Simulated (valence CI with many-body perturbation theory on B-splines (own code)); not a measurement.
**Cr III: electric-dipole lines**

Computed by valence CI with perturbative core correlation (CI+MBPT): four valence electrons over a frozen Dirac-Fock core [Ar], a basis of 7 s, 7 p, 8 d, 6 f, 4 g, 1 h functions for each j, with the one-electron correlation potential Σ1, the two-electron term Σ2, the three-electron term Σ3, Breit, model QED; selected CI, second order for the rest (own B-spline code, finite nucleus).

Against 67 measured levels this calculation errs by 1793 cm⁻¹ on average and by 4071 at most. These come from a selection out of Sugar and Corliss, J. Phys. Chem. Ref. Data 6, 317 (1977). Levels without a partner in it may be off by more, other configurations by 1,000 to 8,000 cm⁻¹. Among the levels kept, up to 440 cm⁻¹ of a level comes from second order outside the variational space, and about a tenth of that is noise between levels of different J, which matters for small intervals.

Lines 301 to 350 of 587 in falling wavelength, among levels below 19.262 eV, chosen from the strongest by gf and those to the six lowest levels. Wavelengths and rates use the calculated energies, so an error of 2000 cm⁻¹ moves a line at 1680 Å by 3.4 % and its rate by three times that or more. Electric multipoles are in the length gauge, E1 and E2 with the static RPA response of the core. Weak lines are less certain than strong ones. Lines between different terms over intervals too small for the method are left out, as are lines whose strength nearly cancels. Where a level lies close to another of its J and parity, the split of strength between their lines is uncertain. The highest levels of a list are the least certain.

Names give the largest LS component (configuration and term), which can be under half, so a name can repeat, a term be missing and a line seem to break the LS rules; names also repeat where a configuration has a term twice. Letters in brackets count levels of one name in rising energy.

```
λ vac (Å)             Upper             Lower   A (s⁻¹)  S (a.u.)
     1680       3d3 4d 5F_5      3d3 4p 5G°_5  1.75e+08  4.51e+00
     1680       3d3 4d 5G_6      3d3 4p 5G°_6  5.17e+08  1.57e+01
     1677       3d3 4d 5G_4      3d3 4p 5G°_5  1.72e+08  3.61e+00
     1676       3d3 5s 5F_4      3d3 4p 5F°_5  6.08e+07  1.27e+00
     1676       3d3 4d 5F_4      3d3 4p 5G°_4  1.85e+08  3.87e+00
     1676       3d3 5s 5F_3      3d3 4p 5F°_4  1.03e+08  1.68e+00
     1675       3d3 5s 5F_2      3d3 4p 5F°_3  1.29e+08  1.49e+00
     1675       3d3 5s 5F_4  3d3 4p 3D°_3 [a]  4.88e+07  1.02e+00
     1672       3d3 5s 5F_3  3d3 4p 3D°_2 [b]  8.77e+07  1.42e+00
     1672       3d3 5s 5F_2      3d3 4p 5F°_1  7.94e+07  9.16e-01
     1672       3d3 4d 5F_3      3d3 4p 5G°_3  1.71e+08  2.76e+00
     1671       3d3 4d 5G_3      3d3 4p 5G°_4  1.88e+08  3.04e+00
     1671       3d3 4d 5G_5      3d3 4p 5G°_5  3.13e+08  7.92e+00
     1671       3d3 4d 3P_0      3d3 4p 5F°_1  4.04e+08  9.30e-01
     1670       3d3 4d 3P_1  3d3 4p 3D°_2 [b]  4.62e+08  3.18e+00
     1669       3d3 5s 5F_3      3d3 4p 5F°_3  2.86e+08  4.59e+00
     1669       3d3 5s 5F_2  3d3 4p 5D°_2 [a]  2.76e+08  3.17e+00
     1669       3d3 5s 5F_4      3d3 4p 5F°_4  3.02e+08  6.23e+00
     1668       3d3 4d 5F_2      3d3 4p 5G°_2  1.23e+08  1.41e+00
     1668       3d3 4d 3P_2  3d3 4p 3D°_3 [a]  7.58e+08  8.68e+00
     1668       3d3 5s 5F_1  3d3 4p 5D°_1 [a]  2.65e+08  1.82e+00
     1667       3d3 4d 5G_2      3d3 4p 5G°_3  1.40e+08  1.60e+00
     1667       3d3 5s 5F_5      3d3 4p 5F°_5  3.30e+08  8.29e+00
     1666       3d3 4d 5G_4      3d3 4p 5G°_4  2.71e+08  5.57e+00
     1665       3d3 5s 5F_1  3d3 4p 5D°_0 [a]  1.23e+08  8.39e-01
     1662       3d3 4d 5G_3      3d3 4p 5G°_3  2.66e+08  4.22e+00
     1660       3d3 4d 5G_2      3d3 4p 5G°_2  3.42e+08  3.86e+00
     1659       3d3 4d 3P_2  3d3 4p 3D°_2 [b]  7.88e+07  8.87e-01
     1652       3d3 5s 5F_5  3d3 4p 5D°_4 [a]  3.02e+08  7.40e+00
     1651  3d3 4p 1D°_2 [d]       3d3 4s 1F_3  7.79e+07  8.66e-01
     1650       3d3 5s 5F_4  3d3 4p 5D°_3 [a]  2.35e+08  4.69e+00
     1648       3d3 5s 5F_3  3d3 4p 3D°_2 [a]  1.57e+08  2.42e+00
     1647       3d3 5s 5F_2  3d3 4p 3D°_1 [a]  8.39e+07  9.24e-01
     1646       3d3 4d 3P_1  3d3 4p 3D°_2 [a]  4.18e+08  2.76e+00
     1645       3d3 4d 3P_0  3d3 4p 3D°_1 [a]  7.28e+08  1.60e+00
     1644       3d3 4d 3P_2  3d3 4p 5D°_3 [a]  2.19e+08  2.40e+00
     1641       3d3 4d 3F_4  3d3 4p 3D°_3 [a]  2.09e+08  4.10e+00
     1640       3d3 4d 3P_1  3d3 4p 3D°_1 [a]  1.44e+08  9.39e-01
     1639       3d3 4d 3F_3  3d3 4p 3D°_2 [b]  1.18e+08  1.80e+00
     1628       3d3 5s 3F_2      3d3 4p 5F°_1  1.58e+08  1.68e+00
     1625       3d3 5s 3F_3  3d3 4p 3D°_2 [b]  2.05e+08  3.04e+00
     1623       3d3 5s 3F_4  3d3 4p 3D°_3 [a]  2.85e+08  5.41e+00
     1618       3d3 4d 5D_2  3d3 4p 3D°_3 [a]  1.69e+08  1.77e+00
     1618       3d3 4d 3F_4  3d3 4p 5D°_3 [a]  6.27e+07  1.18e+00
     1616       3d3 4d 3F_3  3d3 4p 3D°_2 [a]  9.57e+07  1.39e+00
     1616       3d3 4d 3F_2  3d3 4p 3D°_1 [a]  9.90e+07  1.03e+00
     1613       3d3 4d 5D_1  3d3 4p 3D°_2 [b]  3.63e+08  2.25e+00
     1610       3d3 4d 5D_0      3d3 4p 5F°_1  5.50e+08  1.13e+00
     1604       3d3 5s 3F_2  3d3 4p 3D°_1 [a]  1.90e+08  1.93e+00
     1603       3d3 5s 5F_5      3d3 4p 5G°_6  4.48e+08  1.00e+01
```
